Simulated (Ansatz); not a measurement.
Consider the atomization: `[SiH3]NCS` → C• + 7 H• + N• + S• + Si•.

Program: Ansatz. Geometries: PBE0-D4/def2-TZVP. ΔE: electronic, gas phase. CCSD(T)/CBS adds triple-zeta CCSD(T) − MP2 to the extrapolated MP2 energy (def2 sets, frozen cores). This one scheme is used for every species, atoms too. Functionals use def2-TZVPP. B3LYP here is the variant with VWN-RPA as its local correlation; programs differ in this. No spin–orbit coupling; open shells (•) take unrestricted orbitals. Spin–orbit coupling would lower the free atoms: a little for C, S, Si. One conformer a species, not always the lowest.

| level | ΔE (eV) | difference from CCSD(T)/CBS |
| --- | --- | --- |
| PBE-D4 | 37.78 | 0.37 |
| r2SCAN-D4 | 37.29 | -0.12 |
| PBE0-D4 | 37.26 | -0.15 |
| B3LYP-D4 | 37.47 | 0.06 |
| ωB97X-V | 37.66 | 0.25 |
| ωB97M-V | 37.58 | 0.17 |
| B2PLYP | 36.91 | -0.50 |
| PBE | 37.54 | 0.13 |
| r2SCAN | 37.23 | -0.18 |
| PBE0 | 37.06 | -0.35 |
| B3LYP | 37.08 | -0.33 |
| HF/def2-TZVPP | 26.67 | -10.74 |
| MP2/def2-TZVPP | 36.46 | -0.95 |
| SCS-MP2/def2-TZVPP | 36.72 | -0.69 |
| CCSD/def2-TZVPP | 35.81 | -1.60 |
| CCSD(T)/def2-TZVPP | 36.31 | -1.10 |
| HF/def2-QZVPP | 26.74 | -10.67 |
| MP2/def2-QZVPP | 37.12 | -0.29 |
| SCS-MP2/def2-QZVPP | 37.46 | 0.05 |
| HF/CBS(def2) | 26.75 | -10.66 |
| MP2/CBS(def2) | 37.57 | 0.16 |
| CCSD/CBS(def2) | 36.91 | -0.50 |
| CCSD(T)/CBS | 37.41 | 0 |

Largest T1 diagnostic among the species: 0.012.

In def2-TZVPP, CCSD(T) changes the Hartree–Fock value by +9.64 eV (the triples alone add +0.50 eV) and MP2 by +9.79 eV; breaking electron pairs costs correlation energy, which Hartree–Fock lacks. From PBE to PBE0 (25 % exact exchange), in def2-TZVPP and without D4, ΔE moves by −0.48 eV: exact exchange takes away binding that semilocal exchange gives to molecules.

For atomizations the MP2-based limit and the directly extrapolated one differ by several kJ/mol either way, and by 10 to 25 for some Ge, Se and Sn compounds, so smaller differences from it don't rank the levels.
